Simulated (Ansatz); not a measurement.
## Worked example: the interaction energy

The pair of Li⁺ (SMILES [Li+], atom 1) and CH3F (SMILES CF, atoms 2–6), both closed shells, in one local arrangement (a lower one may exist), relaxed at PBE0-D4/def2-TZVP:

```tsv
atom	x (Å)	y (Å)	z (Å)
Li1	0.1994	-0.0699	-2.5580
C2	-0.0483	0.0170	0.6162
F3	0.0667	-0.0244	-0.8194
H4	0.9665	0.0312	1.0034
H5	-0.5895	-0.8794	0.9051
H6	-0.5948	0.9254	0.8527
```

Both fragments are computed in the basis of the whole pair.

Program: Ansatz 0.2.0. Basis: def2-TZVPPD and def2-QZVPPD. Cores are frozen in the correlated methods. The outer core shell of Li, Na, Mg and K is correlated.

Energies in eV:

| quantity | pair | first fragment | second fragment |
| --- | --- | --- | --- |
| Hartree–Fock, triple zeta (X = 3) | -3983.42305 | -196.91188 | -3785.09176 |
| Hartree–Fock, quadruple zeta (X = 4) | -3983.60396 | -196.91260 | -3785.24918 |
| MP2 correlation, X = 3 | -12.56362 | -0.82046 | -11.89511 |
| MP2 correlation, X = 4 | -13.49559 | -0.82202 | -12.81398 |
| CCSD(T) correlation, X = 3 | -13.49996 | -0.93818 | -12.71248 |

(1) Work out the interaction energy at the basis limit: extrapolate Hartree–Fock as E(X) = E∞ + A exp(−7.88 √X) and the MP2 correlation as E(X) = E∞ + B X^−2.97 (the exponents that Neese and Valeev fitted for def2-TZVPP and QZVPP, reused here for the diffuse sets), then add CCSD(T) − MP2 in triple zeta.

T1 diagnostic: at most 0.012.

Results:

(1) Each step is linear, so take the differences first (pair − first fragment − second fragment): Hartree–Fock -1.41941 (X = 3) and -1.44218 (X = 4); MP2 correlation 0.15195 and 0.14041; CCSD(T) correlation 0.15070.
Two points give E∞ = E(4) + w [E(4) − E(3)], with w = 1/(exp(7.88 (2 − √3)) − 1) = 0.1377 for Hartree–Fock and w = 1/((4/3)^2.97 − 1) = 0.7407 for the correlation.
Hartree–Fock: -1.44218 + 0.1377 × (-0.02277) = -1.4453 eV.
MP2 correlation: 0.14041 + 0.7407 × (-0.01154) = 0.1319 eV.
CCSD(T) − MP2: 0.15070 − 0.15195 = -0.0013 eV.
Sum: -1.4453 + 0.1319 + (-0.0013) = -1.3147 eV, or -30.32 kcal/mol. Plain CCSD(T) in triple zeta gives -1.2687 eV, so the larger basis shifts the result by -0.0460 eV.

For scale, one of the runs: CCSD(T)/def2-TZVPPD, 150 basis functions, launched by `ansatz run in.yaml --threads 2 --pin off --events-out ev --progress --plain --max-ram 5222MiB`. Hardware: 2 CPU threads, shared host. Wall time 4.7 s; peak host memory 1.1 GiB.
